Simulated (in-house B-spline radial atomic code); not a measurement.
# RPA and G0W0 on PBE: N4+

Configuration [He] 2s1, highest spin, mean-field start PBE. Computed with an all-electron radial atomic-structure program (B-spline basis): all electrons, non-relativistic, point nucleus, each spin shell either full or empty, empty states to l = 9 with an (l + 1/2)⁻⁴ tail; G0W0 by contour deformation at full frequency.

RPA overbinds a lone outer s electron by self-correlation, and G0W0 tends to as well.

Command:
```bash
python run_gw.py task.json out
```
Settings (radii: box in bohr, nucleus in fm):
```
Z                        7
electrons                3
configuration            [He] 2s1
hamiltonian              nr
method                   pbe,pbe
lmax                     9
spin_polarised           True
box_radius               11.96
intervals                44
ion_configuration        1s2
```

Time taken, with all properties: 1 s on 1 thread of AMD EPYC 7R43 64-Core Processor, on a shared host.

Energies (hartree):

| term | value |
| --- | --- |
| mean-field total | -48.32120 |
| Hartree-Fock functional on these orbitals | -48.32487 |
| direct second order | -0.17284 |
| second-order exchange | 0.12086 |
| SOSEX correction | 0.098542 |

Q: What is the RPA correlation energy, and what remains with SOSEX?

A: RPA gives -0.14801 hartree (-1.34 eV per electron); RPA + SOSEX gives -0.049468, and the second-order doubles -0.051981 hartree (no singles). SOSEX takes back 67 % of the RPA value.

Quasi-particle levels (eV):

```csv
level,occupied,mean field,Σx - vxc,Σc,QP weight,G0W0
2s up,yes,-89.54,-8.20,?,?,?
1s down,yes,-478.66,-41.08,4.62,0.871,-515.12
2s down,no,-81.47,7.33,-3.45,0.878,-77.60
```

G0W0 = mean field + (Σx - vxc) + Σc, with Σc (partial-wave tail included) taken at the quasi-particle energy. Levels of low weight are left out.

Q: Where does G0W0 put 2s up?

A: At -99.40 eV, with Σc = -1.66 eV and a quasi-particle weight of 0.952. The tabulated removal energy is 97.890 eV (NIST, measured).

Q: What does it cost to remove one electron (to 1s2) by differences of total energies, each species on its own start (correlation terms add to the Hartree-Fock functional)?

A: PBE 98.37 eV, Hartree-Fock functional 97.69 eV, + RPA 99.26 eV, + RPA + SOSEX 97.81 eV, + second order 97.83 eV. Tabulated: 97.890 eV (NIST, measured).
